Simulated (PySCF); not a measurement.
Trend along the halogens: MTl molecules

r²SCAN with triple-zeta basis sets in PySCF, for the lowest determinant that a PBE0 search found; no spin–orbit coupling. De refers to high-spin ground-configuration atoms. A positive dipole means M(−)Tl(+).

| M | basis | state (unpaired electrons) | Re (Å) | ωe (cm⁻¹) | De (eV) | μ (D) |
| --- | --- | --- | --- | --- | --- | --- |
| F | def2-TZVPP | singlet (closed shell) | 2.099 | 475 | 5.21 | 3.91 |
| Cl | x2c-TZVPPall | singlet (closed shell) | 2.489 | 288 | n/a | 4.27 |
| Br | x2c-TZVPPall | singlet (closed shell) | 2.628 | 194 | 4.20 | 4.33 |

The shortest bond is that of TlF (2.099 Å), the longest that of TlBr (2.628 Å).

The rows differ in basis set, which adds steps of its own.

Down a group the atoms grow and get heavier, so bonds lengthen and wavenumbers fall; this series shows no clear exception.

These are scalar-relativistic numbers at best; spin–orbit coupling would shift them, the dissociation energy most.
